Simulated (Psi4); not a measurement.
C4H12Si (SMILES C[Si](C)(C)C), singlet, geometry from GFN2-xTB. Base run: PBE0/STO-3G in Psi4.

The Psi4 input:
```
memory 2 GB

molecule {
0 1
C    -0.41778104   -1.21418858   -1.41267705
Si    0.00000000    0.00000000   -0.00000000
C     0.00554135    1.78528707   -0.67614402
C    -1.31041007   -0.15385282    1.37971233
C     1.72264977   -0.41724567    0.70910873
H    -1.39396412   -1.00424407   -1.83950537
H    -0.42931030   -2.24160426   -1.06128465
H     0.30997764   -1.15221546   -2.21624356
H     0.24035806    2.50337027    0.10386249
H    -0.96211391    2.05565595   -1.08813490
H     0.74182785    1.90768456   -1.46487309
H    -2.30457514    0.07745214    1.00913662
H    -1.33992132   -1.15990805    1.78735734
H    -1.10210317    0.52516646    2.20113401
H     1.75423943   -1.42860695    1.10324445
H     2.49352738   -0.33921814   -0.05171446
H     1.99205759    0.25646756    1.51702112
}

set {
  basis sto-3g
}

energy('pbe0')
print_variables()
```

The base run was repeated with changes; each row names its change, and settings that it needs were set with it.

```csv
change,E (Eh),core-seconds (rough),outcome
base,-443.67654,8,converged
functional = b3lyp,-443.98620,8,converged
functional = x3lyp,-443.84661,8,converged
functional = cam-b3lyp,-443.84686,8,converged
functional = blyp,-443.79800,7,converged
functional = dsd-pbep86,-443.13315,6,converged
functional = m11,-443.38709,10,converged
functional = mn15,-442.17742,9,converged
functional = r2scan,…,10,converged
functional = bhhlyp,-443.88382,7,converged
functional = wb97m-v,-,-,cut at the time limit
functional = hf (with energy('scf')),…,2,converged
functional = m06-l,…,10,converged
```

### Question
Fill in the missing entries.

### Answer

- functional = r2scan, E (Eh): -443.86086
- functional = hf (with energy('scf')), E (Eh): -442.29526
- functional = m06-l, E (Eh): -443.89858

Absolute energies of different levels of theory aren't comparable as measures of quality.
